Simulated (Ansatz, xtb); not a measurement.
**Relative energy of two isomers of C2H10OSeSi2**

We compare I, `C[SiH](C)O[SiH2][SeH]`, a singlet, with II, `CO[SiH2][Se][SiH2]C`, a singlet. Both are isolated molecules in the gas phase, relaxed with B3LYP-D3(BJ)/def2-SVP; each stands in its lowest conformer found.

Task: Which of the two would you expect CCSD(T)/def2-SVP + ΔMP2/def2-TZVPP electronic energies to favour?

Result: Structure I; the calculation gives E(II) − E(I) = +1.440 eV.

How the difference moves with the method:

```json
{"level": "B3LYP-D3(BJ)/def2-SVP", "geometry": "B3LYP-D3(BJ)/def2-SVP", "E(II) − E(I) (eV)": "+1.238", "departure from the last row (eV)": "−0.202", "job, with rough time for the two": "optimisation, 85 s"}
{"level": "HF/def2-SVP", "geometry": "B3LYP-D3(BJ)/def2-SVP", "E(II) − E(I) (eV)": "+1.352", "departure from the last row (eV)": "−0.088", "job, with rough time for the two": "part of the CCSD(T) run"}
{"level": "MP2/def2-SVP", "geometry": "B3LYP-D3(BJ)/def2-SVP", "E(II) − E(I) (eV)": "+1.318", "departure from the last row (eV)": "−0.122", "job, with rough time for the two": "part of the CCSD(T) run"}
{"level": "CCSD(T)/def2-SVP", "geometry": "B3LYP-D3(BJ)/def2-SVP", "E(II) − E(I) (eV)": "+1.279", "departure from the last row (eV)": "−0.161", "job, with rough time for the two": "single point"}
{"level": "CCSD(T)/def2-SVP + ΔMP2/def2-TZVPP", "geometry": "B3LYP-D3(BJ)/def2-SVP", "E(II) − E(I) (eV)": "+1.440", "departure from the last row (eV)": "", "job, with rough time for the two": "single point, 94 s"}
```

As drawn, II has 1 C–O, 1 Se–Si, 1 Si–H in place of 1 C–Si, 1 O–Si, 1 Se–H.

The levels shown agree on the order. The largest departure from CCSD(T)/def2-SVP + ΔMP2/def2-TZVPP is that of B3LYP-D3(BJ)/def2-SVP, 0.202 eV. Levels run at GFN2-xTB geometries aren't shown. The last row adds to CCSD(T) the change of the MP2 difference between the two basis sets, here +0.161 eV, a large step that makes the value less sure.

With thermal terms from frequencies at re-optimised GFN2-xTB minima (ideal gas, soft modes damped towards free rotors, one conformer each, 298.15 K, 1 atm): the zero-point term adds +0.062 eV; ΔH is +1.491 and ΔG +1.529 eV.

The correlated steps freeze 22 core orbitals; the filled d shell of Se is correlated, in a basis made for valence electrons. Run with Ansatz 0.2.0, xtb 6.7.1; the last row on 4 threads of Arm Neoverse V2 on a shared host.
